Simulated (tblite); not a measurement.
Record of a relaxation.

Compound: C5H8BF.
Atom-mapped SMILES: `[BH2:1]/[C:2]([CH:3]=[CH2:4])=[C:5](/[CH3:6])[F:7]` (hydrogens: H8, H9 on B1; H10 on C3; H11, H12 on C4; H13, H14, H15 on C6)

Computed with GFN2-xTB (tblite), gas phase: L-BFGS steps from a force-field or distance-geometry start until the largest atomic force falls under 0.01 eV/Å. 8 of its 53 geometries are shown.

Step 0: E = -562.7727 eV, largest atomic force 1.371 eV/Å
```
atom  x, y, z in Å  |  force x, y, z in eV/Å
B1     -1.438    1.480   -0.127   -0.137   0.083   0.174
C2     -0.270    0.442   -0.008   -0.690  -0.062   0.301
C3     -0.545   -0.971    0.411   -0.852   0.690  -0.823
C4     -1.715   -1.572    0.160    0.732  -0.312   0.368
C5      1.000    0.851   -0.213   -0.136  -0.291  -0.094
C6      2.184   -0.061   -0.128    0.852   0.553   0.070
F7      1.246    2.147   -0.578    0.192  -0.896   0.238
H8     -1.234    2.605   -0.446    0.015  -0.492   0.054
H9     -2.545    1.192    0.185    0.375   0.040  -0.118
H10     0.214   -1.550    0.899    0.336   0.102   0.155
H11    -2.527   -1.095   -0.359    0.059  -0.033   0.058
H12    -1.858   -2.610    0.483   -0.070   0.548  -0.218
H13     2.057   -0.926   -0.799    0.052   0.355   0.329
H14     2.319   -0.417    0.916   -0.103   0.146  -0.659
H15     3.106    0.494   -0.418   -0.625  -0.430   0.167
```

Step 7: E = -562.9125 eV, largest atomic force 0.191 eV/Å
```
atom  x, y, z in Å  |  force x, y, z in eV/Å
B1     -1.449    1.483   -0.102   -0.073   0.059  -0.037
C2     -0.306    0.447    0.007   -0.048   0.079  -0.030
C3     -0.564   -0.946    0.387   -0.057   0.034  -0.014
C4     -1.707   -1.577    0.157   -0.017  -0.029   0.025
C5      0.976    0.807   -0.210    0.121   0.014  -0.009
C6      2.192   -0.051   -0.128    0.086  -0.073   0.022
F7      1.278    2.074   -0.557   -0.025   0.053   0.009
H8     -1.217    2.574   -0.453   -0.008  -0.037   0.011
H9     -2.542    1.185    0.184    0.023   0.037   0.016
H10     0.236   -1.473    0.885    0.060  -0.032   0.043
H11    -2.526   -1.100   -0.352   -0.003  -0.024   0.002
H12    -1.860   -2.595    0.471    0.001  -0.022  -0.029
H13     2.076   -0.914   -0.783    0.073  -0.025   0.014
H14     2.324   -0.413    0.893    0.050  -0.003  -0.059
H15     3.083    0.507   -0.421   -0.185  -0.032   0.036
```

Step 15: E = -562.9173 eV, largest atomic force 0.035 eV/Å
```
atom  x, y, z in Å  |  force x, y, z in eV/Å
B1     -1.455    1.490   -0.108   -0.009   0.022   0.006
C2     -0.313    0.452    0.003    0.015   0.023  -0.005
C3     -0.569   -0.940    0.388   -0.015   0.004  -0.003
C4     -1.707   -1.580    0.159   -0.011  -0.016  -0.010
C5      0.975    0.802   -0.208    0.030  -0.017   0.008
C6      2.191   -0.060   -0.127    0.027  -0.010   0.002
F7      1.283    2.071   -0.549   -0.013  -0.005   0.006
H8     -1.220    2.579   -0.458   -0.006  -0.012  -0.012
H9     -2.545    1.198    0.192    0.006   0.022   0.004
H10     0.237   -1.462    0.887    0.007  -0.013   0.012
H11    -2.529   -1.109   -0.350   -0.020   0.003  -0.010
H12    -1.855   -2.601    0.463    0.012  -0.029   0.010
H13     2.097   -0.927   -0.781   -0.009   0.021   0.002
H14     2.340   -0.422    0.891   -0.004   0.018  -0.013
H15     3.064    0.517   -0.423   -0.010  -0.010   0.001
```

Step 22: E = -562.9179 eV, largest atomic force 0.022 eV/Å
```
atom  x, y, z in Å  |  force x, y, z in eV/Å
B1     -1.453    1.496   -0.106   -0.010   0.006  -0.007
C2     -0.313    0.454    0.005   -0.009  -0.001  -0.001
C3     -0.574   -0.940    0.387    0.002  -0.007   0.004
C4     -1.709   -1.585    0.156   -0.003   0.004   0.001
C5      0.976    0.799   -0.205   -0.007   0.005  -0.002
C6      2.193   -0.061   -0.127    0.003   0.007   0.000
F7      1.283    2.070   -0.544    0.003   0.008   0.005
H8     -1.222    2.581   -0.469    0.019  -0.001  -0.011
H9     -2.544    1.212    0.199    0.002  -0.006   0.015
H10     0.232   -1.462    0.888    0.016  -0.009   0.007
H11    -2.534   -1.118   -0.351   -0.005  -0.007  -0.007
H12    -1.848   -2.609    0.462    0.001   0.008  -0.005
H13     2.098   -0.926   -0.782   -0.008   0.000   0.014
H14     2.346   -0.419    0.891   -0.005  -0.008  -0.007
H15     3.064    0.517   -0.426    0.000   0.002  -0.005
```

Step 30: E = -562.9184 eV, largest atomic force 0.021 eV/Å
```
atom  x, y, z in Å  |  force x, y, z in eV/Å
B1     -1.451    1.498   -0.107   -0.002   0.001   0.005
C2     -0.314    0.454    0.006   -0.017  -0.012   0.003
C3     -0.575   -0.940    0.387   -0.001  -0.016  -0.006
C4     -1.708   -1.588    0.154   -0.002  -0.002  -0.002
C5      0.975    0.801   -0.202   -0.017   0.006  -0.003
C6      2.191   -0.060   -0.127    0.001  -0.002   0.002
F7      1.281    2.073   -0.535    0.011   0.009   0.001
H8     -1.212    2.576   -0.487   -0.014  -0.002  -0.007
H9     -2.539    1.222    0.216    0.009   0.005   0.003
H10     0.230   -1.462    0.889    0.009   0.001   0.006
H11    -2.536   -1.127   -0.356    0.011   0.006   0.001
H12    -1.843   -2.612    0.459    0.001   0.016  -0.004
H13     2.090   -0.926   -0.778    0.001  -0.006  -0.009
H14     2.347   -0.418    0.890    0.006   0.004   0.010
H15     3.062    0.517   -0.431    0.002  -0.007   0.000
```

Step 37: E = -562.9187 eV, largest atomic force 0.018 eV/Å
```
atom  x, y, z in Å  |  force x, y, z in eV/Å
B1     -1.451    1.498   -0.106   -0.005  -0.006  -0.001
C2     -0.316    0.452    0.006   -0.001   0.000   0.008
C3     -0.572   -0.943    0.386   -0.011   0.008   0.005
C4     -1.706   -1.590    0.150    0.002   0.001   0.001
C5      0.973    0.802   -0.200    0.002   0.004   0.002
C6      2.188   -0.060   -0.127    0.017   0.000  -0.002
F7      1.281    2.075   -0.523    0.003   0.006  -0.004
H8     -1.214    2.569   -0.509   -0.011  -0.005  -0.003
H9     -2.535    1.233    0.236   -0.002  -0.005   0.007
H10     0.233   -1.462    0.892   -0.010   0.005  -0.010
H11    -2.530   -1.125   -0.362    0.009  -0.006   0.004
H12    -1.843   -2.614    0.456   -0.006   0.011  -0.008
H13     2.083   -0.928   -0.776   -0.001  -0.013   0.004
H14     2.349   -0.413    0.892   -0.002  -0.006   0.005
H15     3.057    0.514   -0.436    0.016   0.006  -0.007
```

Step 45: E = -562.9192 eV, largest atomic force 0.020 eV/Å
```
atom  x, y, z in Å  |  force x, y, z in eV/Å
B1     -1.454    1.496   -0.104    0.004   0.003   0.004
C2     -0.314    0.455    0.011    0.010  -0.004  -0.012
C3     -0.572   -0.941    0.387    0.005   0.006   0.001
C4     -1.704   -1.587    0.143    0.008   0.007  -0.005
C5      0.974    0.804   -0.195    0.009  -0.011  -0.001
C6      2.189   -0.061   -0.126    0.000  -0.005   0.004
F7      1.284    2.081   -0.509   -0.005  -0.013  -0.002
H8     -1.234    2.552   -0.549    0.004   0.012  -0.007
H9     -2.528    1.241    0.277   -0.007  -0.017   0.009
H10     0.232   -1.461    0.893   -0.013  -0.005   0.004
H11    -2.523   -1.120   -0.375   -0.003  -0.005   0.008
H12    -1.845   -2.612    0.445   -0.003   0.009  -0.008
H13     2.075   -0.936   -0.765   -0.005   0.007  -0.005
H14     2.356   -0.408    0.894    0.006   0.010   0.006
H15     3.059    0.506   -0.448   -0.009   0.004   0.003
```

Step 52: E = -562.9194 eV, largest atomic force 0.009 eV/Å
```
atom  x, y, z in Å  |  force x, y, z in eV/Å
B1     -1.455    1.494   -0.102    0.004  -0.004   0.000
C2     -0.313    0.456    0.011    0.008  -0.003  -0.002
C3     -0.572   -0.940    0.387    0.000  -0.001   0.002
C4     -1.704   -1.584    0.139   -0.003  -0.001   0.000
C5      0.976    0.804   -0.194    0.005  -0.002  -0.001
C6      2.190   -0.062   -0.125   -0.004   0.003   0.000
F7      1.285    2.080   -0.509   -0.002  -0.003  -0.003
H8     -1.242    2.547   -0.560    0.001   0.002   0.002
H9     -2.523    1.236    0.292   -0.003   0.002   0.004
H10     0.229   -1.462    0.895   -0.001   0.002  -0.001
H11    -2.523   -1.116   -0.378   -0.001   0.002  -0.003
H12    -1.846   -2.608    0.439   -0.006  -0.006  -0.001
H13     2.073   -0.938   -0.761    0.004   0.004   0.007
H14     2.361   -0.404    0.896    0.000   0.005  -0.005
H15     3.059    0.505   -0.451   -0.003   0.000   0.001
```

Task: Summarise the path.

Result: The energy falls by 3.38 kcal/mol from step 0 to step 52; nine tenths of that is first reached at step 6. It falls at every step. The largest force goes from 1.371 to 0.009 eV/Å. Among the bonds C2–C3 changes most, from 1.499 to 1.468 Å; the atoms move by 0.068 Å rms after alignment.

Task: Follow the three bonds and two angles with the largest change from start to end.

Result: 
```
step  E above end (kcal/mol)  largest force (eV/Å)  C2–C3 (Å)  C6–H15 (Å)  C6–H14 (Å)  C2–C5–C6 (°)  C6–C5–F7 (°)
   0                    3.38                 1.371      1.499       1.115       1.111         123.4         116.7
   2                    1.09                 0.522      1.474       1.076       1.091         125.5         114.6
   5                    0.37                 0.215      1.470       1.090       1.089         127.3         112.7
   7                    0.16                 0.191      1.466       1.092       1.092         127.8         111.9
   9                    0.10                 0.073      1.468       1.087       1.090         127.9         112.0
  11                    0.07                 0.057      1.469       1.086       1.089         128.0         112.1
  14                    0.06                 0.041      1.467       1.087       1.091         128.1         111.9
  16                    0.05                 0.030      1.468       1.088       1.091         128.3         111.7
  18                    0.04                 0.021      1.468       1.087       1.090         128.5         111.7
  20                    0.04                 0.025      1.468       1.087       1.090         128.5         111.8
  23                    0.03                 0.021      1.468       1.087       1.090         128.5         111.7
  25                    0.03                 0.020      1.468       1.088       1.090         128.5         111.7
  27                    0.03                 0.022      1.468       1.087       1.090         128.5         111.7
  29                    0.03                 0.021      1.468       1.087       1.090         128.5         111.8
  32                    0.02                 0.019      1.468       1.088       1.090         128.4         111.8
  34                    0.02                 0.019      1.468       1.087       1.090         128.4         111.7
  36                    0.02                 0.015      1.468       1.087       1.090         128.3         111.8
  38                    0.02                 0.019      1.468       1.087       1.090         128.3         111.8
  41                    0.01                 0.020      1.468       1.088       1.090         128.3         111.8
  43                    0.01                 0.020      1.468       1.088       1.091         128.3         111.8
  45                    0.01                 0.020      1.468       1.087       1.090         128.2         111.8
  47                    0.00                 0.017      1.468       1.087       1.090         128.2         111.9
  50                    0.00                 0.011      1.468       1.087       1.090         128.3         111.9
  52                    0.00                 0.009      1.468       1.087       1.091         128.3         111.9
```

The cost below is that of the whole relaxation. On an Arm Neoverse V1 with one thread, shared host, this took 0.24 s.
